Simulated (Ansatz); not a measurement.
Computed with Ansatz on PBE0-D4/def2-TZVP structures; ΔE is electronic, products minus reactants. CBS: MP2 limit from def2 TZ/QZ plus the TZ coupled-cluster correction, frozen cores. This one scheme is used for every species. DFT in def2-TZVPP. Triplets are unrestricted, without spin–orbit coupling. One conformer a species, not always the lowest.

`CC[O][AlH][F]` → `C[O][AlH][F]` + `[CH2]` (triplet)  (formal loss of a carbene)

`CC[O][AlH][F]`:

Z-matrix (Å, degrees):
```
C
C 1 1.512
H 1 1.093 2 110.9
H 1 1.093 2 110.5 3 120.0
H 1 1.092 2 110.4 3 -119.9
O 2 1.403 1 110.9 3 62.8
H 2 1.099 1 109.9 3 -60.3
H 2 1.096 1 109.8 3 -177.6
Al 6 1.673 2 136.8 1 -115.4
F 9 1.644 6 117.3 2 179.2
H 9 1.569 6 123.6 2 -0.9
```

`C[O][AlH][F]`:

Z-matrix (Å, degrees):
```
C
O 1 1.399
H 1 1.094 2 109.9
H 1 1.096 2 112.4 3 120.7
H 1 1.094 2 109.9 3 -118.7
Al 2 1.670 1 138.4 3 -120.7
F 6 1.649 2 119.9 1 0.1
H 6 1.562 2 120.2 1 -179.9
```

`[CH2]` (triplet):

Cartesian coordinates in Å:
```
C -0.018 -0.274 0.026
H -0.971 0.186 -0.185
H 0.989 0.088 0.158
```

CCSD(T)/CBS gives +444.9 kJ/mol.

Q: Another level gave +440.9 kJ/mol. Which?
A. CCSD(T)/def2-TZVPP
B. r2SCAN0-D4/def2-TZVPP
C. PBE-QIDH/def2-TZVPP
D. HF/def2-TZVPP

A: C. PBE-QIDH 440.9, CCSD(T)/def2-TZVPP 433.4, HF/def2-TZVPP 298.5, r2SCAN0-D4 418.7 kJ/mol.

Q: What do rigid-rotor, harmonic-oscillator terms from PBE0-D4/def2-TZVP frequencies (298.15 K, 1 bar) make of the CCSD(T)/CBS value? (Estimate.)

A: Computed: ΔZPE = -29.0 kJ/mol, ΔH = +422.7 kJ/mol, ΔS = 163 J/(mol·K), ΔG = +374.2 kJ/mol. Open shells count their whole term as degenerate. Modes under 50 cm⁻¹ make the entropy rough.

Largest T1 diagnostic among the species: 0.013.

Leaving LDA and LC-ωPBE aside and taking each functional with its dispersion term where it has one, the values, not all of them listed here, spread over 36.0 kJ/mol, from r2SCAN0-D4 to ωB97X-V. LDA lies +74.7 kJ/mol from PBE without D4. From PBE to PBE0 (25 % exact exchange), in def2-TZVPP and without D4, ΔE moves by −7.1 kJ/mol.

CCSD(T)/CBS has its own doubt, a few kJ/mol and more with outer-core shells, so smaller differences from it don't rank the levels.
